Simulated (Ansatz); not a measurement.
All numbers were calculated with Ansatz.

A structure relaxed at PBE0-D4/def2-TZVP, charge 0, multiplicity 1:

Cartesian coordinates in Å:
```
O 1.193 -0.765 1.746
Ge 1.057 -0.207 0.074
C -0.313 1.089 -0.347
C -0.710 -0.357 -0.709
Cl -1.994 -1.066 0.272
H 0.330 -1.037 2.077
H 2.376 -0.388 -0.658
H -0.852 1.526 0.489
H -0.208 1.772 -1.185
H -0.880 -0.566 -1.759
```

Task: Give its formula and SMILES.

Result: C2H5ClGeO, `[OH][Ge@@H]1[CH2][C@@H]1Cl`.

Task: Summarise the bond lengths by kind.

Result: 1 × Ge–O 1.768 Å; 1 × H–O 0.963 Å; 2 × C–Ge 1.933 to 1.939 Å; 1 × Ge–H 1.519 Å; 1 × C–C 1.543 Å; 3 × C–H 1.084 to 1.086 Å; 1 × C–Cl 1.765 Å.
